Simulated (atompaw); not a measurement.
PBEsol PAW (atompaw) dataset for phosphorus (P), scalar-relativistic all-electron reference.

atompaw 4.2.0.5 was run on this input:

```
P 15
GGA-PBESOL scalarrelativistic loggrid 1500 logderivrange -3 5 201
3 3 0 0 0 0
3 1 3
0 0 0
c
c
v
c
v
2
1.65 1.30 1.30 1.00
y
1.4
n
y
-0.05
n
y
0.4
n
custom polynom vanderbiltortho besselshape
bessel
1.65
1.65
1.65
1.65
1.65
PWSCFOUT
UPFDX 0.0125d0 UPFXMIN -7.d0 UPFZMESH 15.d0
END
```

Command:

```bash
atompaw < P.input > P.log
```

Resulting log (summary file):

```
Completed calculations for P (AE)

 Exchange-correlation type: GGA, Perdew-Burke-Ernzerhof modified (PBEsol)

 Radial integration grid is logarithmic
 r0 =   5.3031253E-04 h =   7.9546880E-03   n =      1500 rmax =   8.0000000E+01

 Scalar relativistic calculation

 AEatom converged in  31 iterations
   nz     =  15.00
   delta  =       4.962958729206E-17

 All Electron Orbital energies:
  n  l      occupancy      energy
  1  0      2.0000000E+00 -1.5289727E+02
  2  0      2.0000000E+00 -1.2757081E+01
  3  0      2.0000000E+00 -1.0228961E+00
  2  1      6.0000000E+00 -9.1381529E+00
  3  1      3.0000000E+00 -4.0275382E-01

 Total energy
   Total                    :     -682.62685302615523

 ---
 Completed calculations for P (SC)

 Exchange-correlation type: GGA, Perdew-Burke-Ernzerhof modified (PBEsol)

 Radial integration grid is logarithmic
 r0 =   5.3031253E-04 h =   7.9546880E-03   n =      1500 rmax =   8.0000000E+01

 Scalar relativistic calculation

 SCatom converged in   4 iterations
   nz     =  15.00
   delta  =       2.335559639022E-17

 Valence Electron Orbital energies:
  n  l      occupancy      energy
   3  0      2.0000000E+00 -1.0228961E+00
   3  1      3.0000000E+00 -4.0275382E-01

 Total energy
   Total                    :     -682.62685302636180
   Valence                  :      -53.92592553542737

 PAW parameters:
       lmax =            2
         rc =    1.6616001824449453
        irc =         1013
   rc_shape =    1.3087263858286604
    rc_vloc =    1.3087263858286604
    rc_core =    1.0064487952414491
   Vloc: truncated form - Vps(r)=A.sin(qr)/r for r<rc
   Projector type: polynomial pseudization + Vanderbilt ortho.
   Bessel compensation charge shape zeroed at   1.3087E+00

 Number of basis functions     5
 No.   n  nodes  l      Energy         Cp coeff         Occ
  1    3    2    0   -0.1022896E+01  0.1860753E+03  0.2000000E+01
  2  999    3    0    0.1400000E+01  0.1470120E+02  0.0000000E+00
  3    3    1    1   -0.4027538E+00  0.2020198E+05  0.3000000E+01
  4  999    2    1   -0.5000000E-01  0.7540753E+04  0.0000000E+00
  5  999    0    2    0.4000000E+00 -0.4067795E+01  0.0000000E+00

 Eigenvalues of overlap operator (in the basis of projectors):
    1        1.48332368E-01
    2        1.65283118E+00
    3        4.67394180E+00
    4        9.64006312E+01
    5        2.62617000E+04

 Orbital leakage outside PAW augmentation regions
   orb  is_core?  %out_of_sphere
   1 0    T           0.00
   2 0    T           0.05
   3 0    F          58.18
   2 1    T           0.10
   3 1    F          73.97

 Summary of PAW energies
   Total valence energy     :    -53.92593767315498
   Smooth energy            :     21.88720777597045
   One center               :    -75.81314544912543
   Smooth kinetic           :      4.47279863333783
   Vloc energy              :      0.98893423333811
   Smooth exch-corr         :     -6.68792695343768
   One-center xc            :    -38.08024344656180
```

The run took about 2.5 s on one core of a shared server CPU.
